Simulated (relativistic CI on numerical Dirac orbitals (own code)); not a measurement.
# W²⁺: O2,3 absorption edge

Computed with this model: Dirac-Coulomb-Breit CI, KLI orbitals optimised for each configuration, model QED (radiative potential, 1s self-energy scaled to tabulated hydrogen-like ionisation energies), valence Slater integrals scaled by 0.7, multiplet model of core-to-valence dipole absorption; configurations [Xe] 4f14 5d4 → [Kr] 4d10 4f14 5s2 5p5 5d5; 10 K; Lorentzian 1 eV and Gaussian 0.3 eV FWHM. Energies are those of the free ion, without screening or charge transfer. The branching ratio is the share of the lower-energy edge in the whole absorption, uncertain by about 0.02 where the edges overlap. S is read from ⟨S²⟩ = S(S + 1).

Field parameters in Wybourne normalisation: D3d B²₀ = −7Dσ, B⁴₀ = −14Dq − 21Dτ, B⁴₃ = −14√(10/7) Dq; D4h B²₀ = −7Ds, B⁴₀ = 21(Dq − Dt), B⁴₄ = 21√(5/14) Dq; Oh B⁴₀ = 21Dq, B⁴₄ = √(5/14) B⁴₀; Td as Oh with Dq negative (B⁴₀ = 21Dq, B⁴₄ = √(5/14) B⁴₀). The field is a parameter set, without covalency.

free ion: ground-state S = 1.82, centroid 42.80 eV. Peaks (eV, height): 40.5 (100), 44.8 (53), 50.2 (8).

D3d, 10Dq = 19000, Dσ = 400, Dτ = 450 cm⁻¹: ground-state S = 1.01, centroid 44.93 eV. Peaks (eV, height): 37.5 (24), 42.0 (100), 52.0 (54), 54.0 (30).

D4h, 10Dq = 33650, Ds = 2650, Dt = 660 cm⁻¹: ground-state S = 0.98, centroid 45.30 eV. Peaks (eV, height): 37.2 (37), 42.8 (100), 45.5 (36), 48.0 (17), 49.8 (16), 53.2 (61).

Oh, 10Dq = 29650 cm⁻¹: ground-state S = 1.00, centroid 45.19 eV. Peaks (eV, height): 37.0 (38), 41.2 (72), 43.0 (100), 49.5 (13), 52.8 (76).

Oh, 10Dq = 9000 cm⁻¹: ground-state S = 1.55, centroid 43.24 eV. Peaks (eV, height): 40.5 (100), 52.2 (19).

Td, 10Dq = -9000 cm⁻¹: ground-state S = 1.18, centroid 43.49 eV. Peaks (eV, height): 41.0 (100), 44.0 (45), 45.0 (42), 51.8 (18), 53.0 (20).

Strongest unbroadened transitions for Oh, 10Dq = 29650 cm⁻¹:

```csv
Energy (eV),Relative strength
37.07,68.7
40.67,32.0
41.14,12.0
41.27,56.3
41.34,14.9
41.59,12.9
42.23,10.4
42.49,27.1
42.62,13.4
43.06,92.7
43.25,11.8
43.40,52.6
44.46,12.8
45.30,10.8
52.78,100.0
52.91,32.3
53.35,12.1
55.60,11.1
```
